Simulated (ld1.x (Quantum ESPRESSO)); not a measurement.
Which change was made? (Re, TM)

rhenium (Re), norm-conserving Troullier–Martins (Kleinman–Bylander form), made with ld1.x (Quantum ESPRESSO) 7.5 (revPBE, non-relativistic). Core [Xe] 4f14, reference 5d5 6s0.5 6p0 (charge +1.5). Waves: 6p (bound, empty): rc 2.90 bohr; 5d (bound): rc 2.50 bohr; 6s (bound): rc 2.30 bohr. Local part: the s channel. Core correction: none.

Cutoffs, loose and tight: the cutoffs (Ry, on a coarse ladder) from which the occupation-weighted sum of valence levels, in a spherical-Bessel basis at the reference potential, stays within 10 and 1 mRy of its value at 400 Ry. They do not see the model core or the augmentation charge, which bear on the density cutoff. Test errors are all-electron minus pseudo excitation energies from the reference, over the configurations 5d5 6s2 6p0; 5d5 6s1 6p0; 5d5 6s0 6p0; 5d6 6s1 6p0; 5d3 6s0 6p0; 5d4 6s2 6p0; 5d5 6s0 6p2; variants that change the core or the reference have their own tests.

The base gives: outcome: generated; cutoff, loose: 30 Ry; cutoff, tight: 35 Ry; bound ghosts: none; largest test error (meV): -279.

**Question.** After one change the result is: outcome: generated; cutoff, loose: 25 Ry; cutoff, tight: 30 Ry; bound ghosts: none; largest test error (meV): -145. Which change was it?
A. all radii scaled by about 0.74 (s 1.70, p 2.14, d 1.84 bohr)
B. all radii scaled by about 1.15 (s 2.64, p 3.32, d 2.86 bohr)
C. all radii scaled by about 1.38 (s 3.18, p 4.02, d 3.46 bohr)

**Answer.** B. The others give: all radii scaled by about 1.38 (s 3.18, p 4.02, d 3.46 bohr) → outcome: generated; cutoff, loose: 21 Ry; cutoff, tight: 25 Ry; bound ghosts: none; largest test error (meV): +216 | all radii scaled by about 0.74 (s 1.70, p 2.14, d 1.84 bohr) → outcome: generated; bound ghosts: p, s (extra level of the local part); largest test error (meV): -314.
